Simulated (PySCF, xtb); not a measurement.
C₂H₄N₂OSi, SMILES N#C/N=C/O[SiH3].

xtb with GFN2-xTB at its own geometry gives an orbital gap of 3.23 eV and a dipole moment of 5.13 D.

Geometry optimised at PBE-D3(BJ)/def2-SVP. The structure was generated by enumeration; whether it is a known compound was not checked. One conformer was computed; it need not be the lowest.

### Question
What does PBE0/def2-TZVP run with PySCF give? (An estimate is asked for; the answer gives what the named calculation found.)

### Answer
gap 6.49 eV (levels -8.27 and -1.78 eV), dipole 5.07 D.
